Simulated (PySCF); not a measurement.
SMILES CCc1ccc(F)cc1 (C8H9F) at its GFN2-xTB optimised geometry (Å):

```
18

C     -1.7309    -2.4434     1.4981
C     -1.4793    -2.0254     0.0478
C     -0.7153    -0.7330     0.0000
C     -1.3858     0.4842     0.0047
C     -0.6922     1.6806     0.0048
C      0.6896     1.6451     0.0027
F      1.3773     2.8090     0.0011
C      1.3874     0.4520     0.0000
C      0.6742    -0.7330     0.0000
H     -2.3048    -1.6797     2.0178
H     -0.7874    -2.5773     2.0222
H     -2.2845    -3.3788     1.5336
H     -0.9134    -2.8090    -0.4594
H     -2.4363    -1.9089    -0.4642
H     -2.4660     0.4974     0.0051
H     -1.2049     2.6296     0.0056
H      2.4660     0.4607    -0.0029
H      1.2073    -1.6725    -0.0032
```

Method: PySCF with CAM-B3LYP/def2-SVP. Cells within 0.4 Å of a nucleus heavier than hydrogen are left out (blank, or x).

Map of the electron localisation function on the plane z = 0.0 Å:

```
|000000000000000000000000000|
|000000000000000000000000000|
|000000000010000011000000000|
|000000004884001454210000000|
|000000059999003787631000000|
|0000000799993038xx862000000|
|0000000699995017xx873000000|
|000000018999553687751000000|
|00000000166xx93x43100000000|
|00002321154xx9xx44000210000|
|000289985697463797589981000|
|000599998xx73037xx899994000|
|000599999xx51025xx999995000|
|000189997588434884799993000|
|00000232268x483x86357750000|
|00000000042xx9xx34000000000|
|000002443793584498400000000|
|000048996598425999930000000|
|000169995xx5204999970000000|
|000037985x48500899970000000|
|000002444699810189830000000|
|000000002699940002100000000|
|000000000279830000000000000|
|000000000024410000000000000|
|000000000000000000000000000|
|000000000000000000000000000|
|000000000000000000000000000|
```
Scale: ten equal steps from 0.000 (start of '0') to 1.000 (end of '9'), in the order '0123456789'; x runs from -5.00 to 5.00, y from -5.00 (bottom) to 5.00 (top).
